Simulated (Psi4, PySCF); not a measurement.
Input for PySCF:
```python
from pyscf import gto, scf, dft

mol = gto.Mole()
mol.atom = '''
    C    -0.00357870   -0.00388384   -0.43701688
    C     0.00895947    0.00972339    1.09409525
    F     0.00349931    1.23991186   -0.85620868
    F     1.06817651   -0.64032281   -0.84821731
    F    -1.09243569   -0.62211898   -0.83068599
    N     0.01827385    0.01983196    2.23153038
    H     0.02663717    0.02890836    3.25282500
'''
mol.basis = '6-31g*'
mol.charge = 1
mol.verbose = 4
mol.build()

mf = dft.RKS(mol)
mf.xc = 'pbe0'
mf.grids.atom_grid = (99, 590)
mf.grids.prune = None
mf.kernel()
```

**Question.** Give the equivalent Psi4 input.

**Answer.** This is not unique; one that fits is 
```
memory 2 GB

molecule mol {
1 1
C    -0.003579   -0.003884   -0.437017
C     0.008959    0.009723    1.094095
F     0.003499    1.239912   -0.856209
F     1.068177   -0.640323   -0.848217
F    -1.092436   -0.622119   -0.830686
N     0.018274    0.019832    2.231530
H     0.026637    0.028908    3.252825
}

set {
  basis 6-31g*
  reference rks
  scf_type pk
  puream true
  d_convergence 1e-8
  dft_radial_points 99
  dft_spherical_points 590
}

energy('pbe0')
print_variables()
```

Both were run: PySCF gave -430.289419 Eh and Psi4 -430.289419 Eh, 0.000 mEh apart.
